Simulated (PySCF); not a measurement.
Gas-phase equilibrium of 1 mol HF, 0.81 mol H₂O at 1600 K and 1.01 bar, among 15 species (O₂, F₂, O, F, HO₂, HOF, H₂O, H, FO, H₂O₂, O₃, HF, H₂, F₂O, OH). Only gases are allowed; each row takes one source of thermochemistry for all species, and Cantera finds the minimum.

Energies from PySCF (xtb for GFN2), thermal terms from the rigid-rotor harmonic-oscillator model, ideal gas at 1 bar. The comparison is the NASA 1993 polynomial table, which mixes measured and estimated data. † marks an energy on the PBE0/def2-TZVP geometry and frequencies; other levels use their own. 6-31G* has spherical d functions here. Open shells (unrestricted) among the columns below: O (multiplicity 3, electronic degeneracy 9), OH (multiplicity 2, electronic degeneracy 4); the rest are closed-shell singlets. GFN2 has no spin-polarisation term. Spin-orbit splitting is ignored; it lowers the true energy and changes the entropy of O, OH. B3LYP is the form with VWN-RPA correlation. The harmonic model lacks anharmonicity and excited electronic states, which grow with temperature; levels with a mode under 35 cm⁻¹ are left out. The table's entry may be an old estimate for OH (not checked at source).

Molecules larger than those listed are left out. Also missing: (HF)n, which can matter at low temperature or high pressure. Table species left out: FO2, H2F2, H3F3, H4F4.

With table thermochemistry: HF 0.55, H₂O 0.45, H₂ 0.00027, O 1.6e-7, OH 5.8e-5.

Task: How far does the composition move with the other sources (B3LYP/6-31G*, GFN2-xTB, HF/def2-TZVP†, PBE/def2-SVP, PBE0/def2-QZVP†, ωB97M-V/def2-TZVP†)?

Result: 
```csv
thermochemistry,x HF,x H₂O,x H₂,x O,x OH
table,0.55,0.45,0.00027,1.6e-7,5.8e-5
B3LYP/6-31G*,0.55,0.44,0.0084,5.6e-7,0.00024
GFN2-xTB,0.55,0.45,3.5e-5,<1e-12,1.1e-7
HF/def2-TZVP†,0.53,0.39,0.035,0.024,0.022
PBE/def2-SVP,0.55,0.44,0.0040,8.4e-9,2.6e-5
PBE0/def2-QZVP†,0.55,0.45,0.00047,1.3e-7,9.3e-5
ωB97M-V/def2-TZVP†,0.55,0.45,0.00064,1.8e-7,9.5e-5
```
The most sensitive of these is O: it spans a factor of 10^10.4 over these rows; at this temperature one factor of ten is RT ln 10 = 31 kJ/mol.
